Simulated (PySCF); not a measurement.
This PySCF input asks for the NMR shieldings of SMILES [Li][K], KLi; the geometry comes from PBE0-D3(BJ)/def2-SVP.

```python
import basis_set_exchange as bse
import numpy as np
from pyscf import gto, dft
from pyscf.prop import nmr

atoms = """
Li    1.721972   -0.006353   -0.005003
K    -1.716452    0.008893   -0.023297
"""
names = dict.fromkeys(["Li", "K"], "pcSseg-2")
basis = {el: gto.basis.parse(bse.get_basis(n, elements=[el], fmt="nwchem")) for el, n in names.items()}
mol = gto.M(atom=atoms, basis=basis, charge=0, verbose=0)
mf = dft.RKS(mol, xc="B3LYP")
mf.grids.level = 2
mf.grids.alignment = dft.numint.BLKSIZE   # the property module wants whole blocks of grid points
mf.conv_tol = 1e-9
mf.kernel()

calc = nmr.RKS(mf)   # GIAO
C = mf.mo_coeff
Co = C[:, mf.mo_occ > 0]
resp = mf.gen_response(singlet=True, hermi=2)
def vind(x):   # induced exchange potential for any number of trial vectors
    d = np.einsum("pi,xij,qj->xpq", C, 2 * x.reshape(-1, C.shape[1], Co.shape[1]), Co, optimize=True)
    return np.einsum("xpq,pi,qj->xij", resp(d - d.transpose(0, 2, 1)), C, Co, optimize=True).ravel()
mo1, _ = nmr.rhf.solve_mo1(calc, with_cphf=vind)
sigma = calc.kernel(mo1)
for i, s in enumerate(sigma):   # ppm
    print("%2d %-2s %9.2f" % (i, mol.atom_pure_symbol(i), np.trace(s) / 3))
```

Question: What are the results?

Answer: 
```
 0 Li    100.64
 1 K    1270.42
```

These numbers come from an equivalent density-fitted implementation of the same equations, which agrees with the script to about 0.01 ppm for H and up to a few tenths of a ppm for heavy atoms, so last digits may differ.

Size and cost of the density-fitted run: 71 basis functions, 0.8 s wall time on 1 thread of an x86-64 server CPU, shared host.
